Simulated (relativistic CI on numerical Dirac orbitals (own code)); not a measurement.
# Ge²⁺: calculation against measurement

Calculated at this level of theory: Dirac-Coulomb-Breit CI, separate exchange-only KLI orbitals for each configuration, a model potential for QED, valence Slater integrals scaled by 0.85, configuration energies shifted to the measured levels that pair with them (semi-empirical) (own radial code, finite nucleus).

CI space (outside the closed core [Ar] 3d10): 4s2, 4s.4p, 4p2, 4s.5s, 4s.4d, 4s.5p, 4s.4f, 4s.6s, 4s.5d, 4s.7s, 4s.5g, 4s.6d, 4p.4d, 4s.8s, 4s.6g, 4d2, 4f2, 4s.6p, 4p.4f, 4s.5f, 4p.5s, 4d.4f. Levels of other configurations are missing.

```tsv
Configuration	Term (tabulated)	J	Measured (cm⁻¹)	Computed	Error	Purity (%)
4s2	1S	0	0.0	0	0	97
4s.4p	3P°	0	61733.8	61758	24	100
4s.4p	3P°	1	62499.9	62476	-24	100
4s.4p	3P°	2	64143.8	64000	-143	100
4s.4p	1P°	1	91872.7	93370	1497	97
4p2	1D	2	144974.9	144692	-283	65
4p2	3P	0	147685.5	147781	95	99
4p2	3P	1	148640.1	148640	0	100
4p2	3P	2	150371.7	150221	-150	97
4s.5s	3S	1	158565.0	158176	-389	100
4s.4d	3D	1	162840.2	162845	5	100
4s.4d	3D	2	162910.3	162905	-5	100
4s.4d	3D	3	163017.0	162996	-21	100
4s.5s	1S	0	163532.5	163922	389	99
4p2	1S	0	174113.9	174784	670	95
4s.4d	1D	2	178140.4	179052	912	64
4s.5p	3P°	0	181859.2	181849	-10	99
4s.5p	3P°	1	182027.8	182028	0	99
4s.5p	1P°	1	184298.1	185370	1072	96
4s.4f	3F°	2	210446.0	210444	-2	96
4s.4f	3F°	3	210461.5	210464	3	81
4s.4f	3F°	4	210523.9	210521	-3	97
4s.4f	1F°	3	210536.6	210551	15	82
4s.6s	3S	1	211140.1	210847	-293	100
4s.6s	1S	0	212662.0	212955	293	99
4s.5d	3D	1	213123.2	213125	2	100
4s.5d	3D	2	213152.5	213150	-2	100
4s.5d	3D	3	213197.6	213188	-9	100
4s.5d	1D	2	215577.0	217059	1482	94
4s.7s	3S	1	234432.3	234235	-198	100
4s.5g	3G	3	234916.1	234916	0	100
4s.5g	3G	4	234916.4	234916	0	60
4s.5g	1G	4	234920.0	234920	0	60
4s.5g	3G	5	234920.1	234920	0	100
4s.7s	1S	0	235099.8	235297	197	99
4s.6d	3D	1	235436.5	235438	1	100
4s.6d	3D	2	235452.2	235451	-1	100
4s.6d	3D	3	235479.5	235471	-8	100
4s.6d	1D	2	236248.5	237174	926	98
4p.4d	1D°	2	237851.3	238369	518	88
4s.8s	3S	1	246875.0	246875	0	100
4s.6g	3G	3	247083.7	247084	0	100
4s.6g	3G	4	247084.0	247084	0	68
4s.6g	3G	5	247087.2	247087	0	100
4s.6g	1G	4	247087.3	247088	0	68
4p.4d	1P°	1	262715.2	262197	-518	91
```

Measured levels from Sugar and Musgrove, J. Phys. Chem. Ref. Data 22, 1213 (1993); pairs were made by configuration, J and term (by order where the table uses no LS term), so strongly mixed levels may be paired wrongly.

Mean error by configuration (cm⁻¹): 4s.4p 338; 4p2 66; 4s.5s 0; 4s.4d 223; 4s.5p 354; 4s.4f 3; 4s.6s 0; 4s.5d 368; 4s.7s 0; 4s.5g 0; 4s.6d 229; 4p.4d 0; 4s.8s 0; 4s.6g 0. Over the excited levels the mean absolute error is 226 cm⁻¹ (45 of the 45 excited levels that our extract of the source holds in range could be paired), and the median relative error of those above 1,000 cm⁻¹ is 0.0056 %, both after the shifts were fitted to these levels, so that a configuration with one level shows no error.

Configurations whose levels could be paired with our table of measured levels were shifted onto them, all but the ground configuration, by the median error of their levels; single terms can still be off by 1,000 to 2,000 cm⁻¹ or more, and rates follow the energies as ν³ (E1, M1) or ν⁵ (E2). The others borrow a shift and can be off by several thousand cm⁻¹ or more. The fine structure of a lone outer electron comes out too small, for d and f at times inverted, and misplaced configurations move strength between like terms. 45 of the 45 excited levels that our extract of the measured tables holds in this range could be paired (the sources list more); they are missed by 226 cm⁻¹ on average and 1497 at most, after the shifts were fitted to these levels, and levels without a partner can miss by more.

Shifts applied (cm⁻¹): 4s2 0; 4s.4p 3792; 4p2 4041; 4s.5s 3264; 4s.4d 4201; 4s.5p 4164; 4s.4f 1532; 4s.6s 3522; 4s.5d 4207; 4s.7s 3608; 4s.5g 2345; 4s.6d 3968; 4p.4d 6776; 4s.8s 3640; 4s.6g 2392.
